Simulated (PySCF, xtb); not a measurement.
GaCl₃, SMILES [Cl][Ga]([Cl])[Cl].

GFN2-xTB run with xtb at its own geometry gives an orbital gap of 4.06 eV and a dipole moment of 0.00 D.

The structure is a stationary point at B3LYP-D3(BJ)/def2-SVP. The isomer is the one that the SMILES or the coordinates give; other isomers of the formula were not compared.

Problem. What does PBE/def2-TZVPD (PySCF) give? (Estimate from the structure and the level; the computed values follow.)

Solution. gap 4.86 eV (levels -8.08 and -3.22 eV), dipole 0.00 D.
